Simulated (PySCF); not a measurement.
Compound: CH₆BClSi.
Bonds: B1–C2, C2–Si3, Si3–Cl4. Hydrogens: H5, H6 on B1; H7, H8 on C2; H9, H10 on Si3.

Computed with PySCF, PBE0-D3(BJ)/def2-SVP geometry optimisation, gas phase.

(1) What internal coordinates does the optimisation give?

Answers

(1) 
```tsv
bond	length (Å)	order
B1–C2	1.544	single
C2–Si3	1.884	single
Si3–Cl4	2.074	single
B1–H5, B1–H6	1.210	single
C2–H7, C2–H8	1.103	single
Si3–H9, Si3–H10	1.489	single
```

Bonds in one row agree within 0.01 Å and their mean is given. Orders are formal, as drawn. A selection of angles:
```tsv
angle	degrees
C2–B1–H5	120.5
C2–B1–H6	120.8
H5–B1–H6	118.6
B1–C2–Si3	109.2
B1–C2–H7	114.1
Si3–C2–H7	104.2
H7–C2–H8	110.6
C2–Si3–Cl4	108.2
C2–Si3–H9	111.5
Cl4–Si3–H9	107.5
H9–Si3–H10	110.2
```

Dihedral angles: B1–C2–Si3–Cl4 178° (antiperiplanar).

The 4 heavy atoms lie in one plane (0.013 Å rms). B1 (three-coordinate boron) is planar (angles 120.8°, 120.5° and 118.6°, sum 359.9°, 0.02 Å off the plane of its three neighbours). Si3 (chlorine-bound silicon) is tetrahedral (angles from 107.5° to 111.5°).

PBE0-D3(BJ)/def2-SVP frequencies: not computed here. One conformer, not necessarily the lowest (H–B1–C2–Si3 -88° and 88°, B1–C2–Si3–Cl4 178°).
